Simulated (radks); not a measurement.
Numerical settings for the bismuth ion Bi+, [Hg] 6p2. All-electron calculation, Dirac Kohn-Sham, LDA (Slater exchange, Perdew-Wang correlation), spin-unpolarised, spherical densities, finite nucleus; open shells are shared between the two j in proportion to 2j + 1; Fermi nuclear charge, rms radius 5.5211 fm. Program: a radial shooting solver on a logarithmic mesh with Libxc functionals. The defaults (mesh step 0.008 in ln r, mesh end at 40 bohr or more with all orbitals vanishing there, Anderson mixing 0.5 over 9 steps, residual threshold near 1e-9 with the energy settled to 1e-9 hartree or 1e-11 of itself, here a cap of 78 iterations) give E = -21563.059 hartree and 6p3/2 at -11.087 eV in 15 iterations. Run on one thread of a shared host, so times are rough (Arm Neoverse V2): 0.16 s of CPU time, 0.16 s wall, 15 iterations on 2360 mesh points. Changes against that run (0 stands for a change within the tolerance of the run):

setting	iterations	converged	E (mhartree)	e(6p3/2) (meV)	CPU (s)
mesh step in ln r 0.02	15	yes	+0.00143	0	0.07
mesh step in ln r 0.012	15	yes	0	0	0.11
mesh step in ln r 0.005	15	yes	0	0	0.25
mesh end (bohr) 400	15	yes	0	0	0.16
mesh end (bohr) 12	15	yes	+0.00144	+0.149	0.15
residual threshold 1e-13	24	yes	0	0	0.21
residual threshold 1e-16	78	no	0	0	0.4
mixing 0.2	16	yes	0	0	0.18
linear mixing, mixing 0.2	78	no	0	0	0.59
linear mixing, mixing 0.5	30	yes	0	0	0.26
mixing history 3	16	yes	0	0	0.17
iteration cap 2	2	no	+2.45e+03	-8.28e+03	0.04

No run marked as converged misses the energy by more than 1 mhartree. A mesh that ends early acts as a hard wall.
